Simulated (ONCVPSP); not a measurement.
**B, ONCV: configuration errors across variants**

| Item | Value |
| --- | --- |
| Element | B (Z = 5) |
| Generator | ONCVPSP 4.0.1 |
| Type | optimised norm-conserving Vanderbilt (ONCV) |
| Functional | PBE |
| Relativity | scalar-relativistic |
| Frozen core | [He] |
| Valence charge | 3 |
| Reference configuration | 2s2 2p1 |
| Partial waves | 2s: rc 1.15 bohr, ncon 3, nbas 6, qcut 7.1 1/bohr, 3 projectors, debl 0.8 Ha; 2p: rc 2.05 bohr, ncon 3, nbas 7, qcut 4.1 1/bohr, 2 projectors, debl 2.7 Ha; d scattering state at 0.46 Ha: rc 1.60 bohr, ncon 4, nbas 9, qcut 5.9 1/bohr, 1 projector |
| Local potential | polynomial inside 0.75 bohr (lpopt 5, dvloc0 0 Ha) |
| Core correction | Teter function, fcfact 3.5, rcfact 1.05 |

All-electron excitation energies from the reference (eV): (1) 2s2 2p0 8.219; (2) 2s1 2p0 33.642; (3) 2s2 2p0.5 2.887; (4) 2s1 2p1 14.361.

A true bound ghost makes a file unfit for plane-wave use even where its test errors are small: the radial tests pick states by their node count and pass the ghost by.

Errors AE − PS in meV (a dash: test not solved or not reliable):

| change | (1) | (2) | (3) | (4) | bound ghosts | GHOST(+) flags above zero |
| --- | --- | --- | --- | --- | --- | --- |
| base | +45 | +183 | +5.6 | -18 | s | s |
| core correction Teter function, fcfact 1.5, rcfact 1.05 | +44 | +174 | +5.5 | -19 | s | s |
| core correction Teter function, fcfact 2.5, rcfact 1.05 | +44 | +180 | +5.6 | -18 | s | s |
| core correction Teter function, fcfact 3, rcfact 1.05 | +45 | +182 | +5.6 | -18 | s | s |
| core correction Teter function, fcfact 4.2, rcfact 1.05 | +45 | +185 | +5.6 | -18 | s | s |
| core correction Teter function, fcfact 4.7, rcfact 1.05 | +45 | +185 | +5.7 | -18 | s | s |
| core correction Teter function, fcfact 5.9, rcfact 1.05 | +45 | +186 | +5.7 | -17 | s | s |
| core correction Teter function, fcfact 7.5, rcfact 1.05 | +45 | +184 | +5.7 | -17 | s | s |

Question: Give the same row for: core correction Teter function, fcfact 6.7, rcfact 1.05.

Answer: +45, +185, +5.7, -17; bound ghosts: s; GHOST(+) flags above zero: s.
